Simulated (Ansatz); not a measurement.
A ladder of methods for SiF3 (SMILES F[Si](F)F)

SiF3: 4 atoms, total charge 0, spin state doublet. SMILES: `F[Si](F)F`. Geometry: optimised at B3LYP/def2-SVP.

Each level gives the adiabatic ionisation energy (to the singlet cation, shapes relaxed at B3LYP/def2-SVP, no zero-point term) (eV). The values are calculated.

```
                level                    kind  program  value (eV)  less CCSD(T)/def2-TZVPP  CPU time (all runs)
       UHF/def2-TZVPP            Hartree–Fock   Ansatz        8.86                    -0.09                3.3 s
    USVWN5/def2-TZVPP                     LDA   Ansatz        9.11                    +0.16                2.6 s
     UBLYP/def2-TZVPP                     GGA   Ansatz        9.01                    +0.06                4.9 s
    UB3LYP/def2-TZVPP           global hybrid   Ansatz        9.23                    +0.28                6.8 s
UCAM-B3LYP/def2-TZVPP  range-separated hybrid   Ansatz        9.26                    +0.31                  7 s
   UB2PLYP/def2-TZVPP           double hybrid   Ansatz        9.04                    +0.09                 11 s
   RPA@PBE/def2-TZVPP                     RPA   Ansatz        9.24                    +0.29                9.4 s
      UMP2/def2-TZVPP     perturbation theory   Ansatz        8.89                    -0.06                4.7 s
  UCCSD(T)/def2-TZVPP   coupled cluster or CI   Ansatz        8.95                     0.00              2.6 min
```

UCCSD(T)/def2-TZVPP is the highest level here, not the true value. The values span 8.86 to 9.26 eV. CPU times are rough (shared hosts, several kinds of processor and program).
